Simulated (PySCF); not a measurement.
CH11NOSi3, SMILES N[SiH2]OC([SiH3])[SiH3]. Heavy atoms are numbered as in [NH2:1][SiH2:2][O:3][CH:4]([SiH3:5])[SiH3:6]. Hydrogens are named by the atom that carries them.

Geometry: PBE0-D3(BJ)/def2-SVP. This is a generated structure with no PubChem entry under its InChIKey; it may be hypothetical. Other conformers were not sampled.

Level of theory: HF/pcSseg-1 run with PySCF.

GIAO shieldings, no solvent; atoms alike by connectivity are averaged. δ = σ(ref) − σ: ¹⁵N against NH3 (σ = 267.3 ppm); ²⁹Si against TMS (σ = 393.8 ppm); ¹⁷O against H2O (σ = 333.0 ppm); ¹³C against TMS (σ = 192.6 ppm); ¹H against TMS (σ = 31.99 ppm), references at their B3LYP-D3(BJ)/def2-TZVP geometries, non-relativistic.

```csv
nucleus,atoms,count,δ (ppm)
¹⁵N,N1 (NH2),1,20.4
²⁹Si,Si2 (SiH2),1,-35.3
²⁹Si,Si5 (SiH3),2,-56.8
¹⁷O,O3,1,-21.5
¹³C,C4 (CH),1,37.6
¹H,H on Si2,2,4.28
¹H,H on Si5,6,4.10
¹H,H on C4,1,2.93
¹H,H on N1,2,1.46
```
